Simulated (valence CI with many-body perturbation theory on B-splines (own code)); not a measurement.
## Ladder of approximations for Sr XXIV

Calculated by configuration interaction combined with many-body perturbation theory (CI+MBPT): five valence electrons over a frozen Dirac-Fock core [Ne], radial functions for each j: 9 s, 9 p, 8 d, 6 f, 3 g, 1 h, with the one-electron correlation potential Σ1 (screened to all orders), the two-electron term Σ2, the three-electron term Σ3, Breit, model QED; selected single and double excitations, second order for the rest (own B-spline code, finite nucleus).

No measured spectrum was set against this ion. As an estimate, levels of excited configurations hold to 0.05 to 0.15 % of their energy, terms of the ground configuration to about 0.5 %. Among the levels kept, up to 470 cm⁻¹ of a level comes from second order outside the variational space, and about a tenth of that is noise between levels of different J, which matters for small intervals.

Each rung adds one term. CI alone is the Dirac-Coulomb CI over the frozen core; QED comes last and gives the full result, which names the levels. Energies are above 3s2.3p3 4S°_3/2 on the same rung, in cm⁻¹.

Names give the largest LS component (configuration and term), which can be under half, so a name can repeat, a term be missing and a line seem to break the LS rules; names also repeat where a configuration has a term twice. Letters in brackets count levels of one name in rising energy.

| Level | CI alone |
| --- | --- |
| 3s2.3p3 2D°_3/2 | 98341 |
| 3s2.3p3 2D°_5/2 | 133557 |
| 3s2.3p3 2P°_1/2 | 183360 |
| 3s2.3p3 2P°_3/2 | 272484 |
| 3s.3p4 4P_5/2 | 578814 |
| 3s.3p4 4P_3/2 | 643121 |
| 3s.3p4 4P_1/2 | 657278 |
| 3s.3p4 2D_3/2 | 721098 |
| 3s.3p4 2D_5/2 | 758210 |
| 3s2.3p2.3d 4F_3/2 | 786893 |
| 3s2.3p2.3d 2P_3/2 [a] | 815682 |
| 3s2.3p2.3d 4F_5/2 | 817526 |
| 3s.3p4 2P_1/2 [a] | 820740 |
| 3s2.3p2.3d 2F_5/2 | 857857 |
| 3s2.3p2.3d 4F_7/2 | 873984 |
| 3s2.3p2.3d 4D_1/2 | 879533 |

Task: What do these energies become with core correlation, Breit and QED?

Result: 3s2.3p3 2D°_3/2 97297 (-1044); 3s2.3p3 2D°_5/2 131663 (-1894); 3s2.3p3 2P°_1/2 181491 (-1869); 3s2.3p3 2P°_3/2 269350 (-3134); 3s.3p4 4P_5/2 576160 (-2654); 3s.3p4 4P_3/2 640013 (-3108); 3s.3p4 4P_1/2 654058 (-3220); 3s.3p4 2D_3/2 717059 (-4039); 3s.3p4 2D_5/2 753287 (-4923); 3s2.3p2.3d 4F_3/2 781821 (-5072); 3s2.3p2.3d 2P_3/2 [a] 810055 (-5627); 3s2.3p2.3d 4F_5/2 811465 (-6061); 3s.3p4 2P_1/2 [a] 815190 (-5550); 3s2.3p2.3d 2F_5/2 851518 (-6339); 3s2.3p2.3d 4F_7/2 867077 (-6907); 3s2.3p2.3d 4D_1/2 873342 (-6191).

Task: How does the ionisation energy move along the ladder, and which term matters most?

Result: CI alone 1095.6, + Σ1 1096.3, + Σ2 1096.3, + Σ3 1096.0, + Breit 1095.6, + QED 1095.6 eV. The largest step is Σ1, 0.8 eV. NIST lists 1105 ± 4 eV (semi-empirical).
